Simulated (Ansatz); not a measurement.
Reaction (redistribution): `[CH3][GeH]([NH2])[F]` + `[Li][O]C` → `C[O][Ge]([CH3])([NH2])[F]` + `[LiH]`

Calculated with Ansatz (gas phase, PBE0-D4/def2-TZVP geometries, no zero-point term in ΔE). CCSD(T)/CBS is the MP2 limit (def2-TZVPP, def2-QZVPP) plus CCSD(T) − MP2 in def2-TZVPP, frozen cores. DFT in def2-TZVPP. For Ge, Li outer-core shells are correlated without core-valence functions, which leaves a few kJ/mol of doubt a bond. Scalar relativity is left out up to krypton. Each species was taken in one conformer, which may not be the lowest.

`[CH3][GeH]([NH2])[F]`:

```xyz
10

C    -1.352    0.427    0.430
Ge    0.111   -0.561   -0.354
N     1.610    0.464   -0.406
F     0.346   -1.954    0.690
H    -2.233   -0.209    0.506
H    -1.075    0.760    1.431
H    -1.590    1.299   -0.181
H    -0.117   -1.157   -1.750
H     2.420    0.037   -0.832
H     1.880    0.895    0.467
```

`[Li][O]C`:

```xyz
6

Li   -0.979   -1.757    1.376
O    -0.346   -0.621    0.486
C     0.203    0.364   -0.285
H     0.911   -0.029   -1.038
H    -0.556    0.937   -0.848
H     0.768    1.105    0.309
```

`C[O][Ge]([CH3])([NH2])[F]`:

Z-matrix (Å, degrees):
```
C
O 1 1.410
H 1 1.098 2 112.0
H 1 1.092 2 107.8 3 -118.6
H 1 1.095 2 112.0 3 122.1
Ge 2 1.761 1 120.1 3 -65.7
N 6 1.806 2 103.6 1 -168.2
C 6 1.927 2 115.5 1 65.8
F 6 1.753 2 104.9 1 -50.0
H 7 1.009 6 116.0 2 172.7
H 7 1.010 6 114.2 2 43.4
H 8 1.090 6 109.9 2 59.1
H 8 1.090 6 109.8 2 -61.4
H 8 1.091 6 109.8 2 179.2
```

`[LiH]`:

```xyz
2

Li   -0.333   -0.521    0.506
H     0.333    0.521   -0.506
```

| level | ΔE (kJ/mol) | difference from CCSD(T)/CBS |
| --- | --- | --- |
| r2SCAN-D4 | 99.4 | -1.4 |
| ωB97X-V | 93.6 | -7.2 |
| B2PLYP | 108.6 | 7.8 |
| PBE | 115.1 | 14.3 |
| r2SCAN | 101.6 | 0.8 |
| PBE0 | 108.2 | 7.4 |
| HF/def2-TZVPP | 85.3 | -15.5 |
| CCSD/def2-TZVPP | 92.4 | -8.4 |
| HF/def2-QZVPP | 87.4 | -13.4 |
| HF/CBS(def2) | 87.7 | -13.1 |
| CCSD(T)/CBS | 100.8 | 0 |

Largest T1 diagnostic among the species: 0.013.

The D4 term adds −10.8 kJ/mol with B3LYP and −6.2 kJ/mol with PBE0; it sums over pairs of atoms, weighted by their polarisabilities, and B3LYP, whose exchange is more repulsive, gets the larger term. In def2-TZVPP, CCSD(T) changes the Hartree–Fock value by +6.1 kJ/mol (the triples alone add −1.0 kJ/mol) and MP2 by +13.9 kJ/mol.

B3LYP here is the variant with VWN-RPA as its local correlation; programs differ in this.
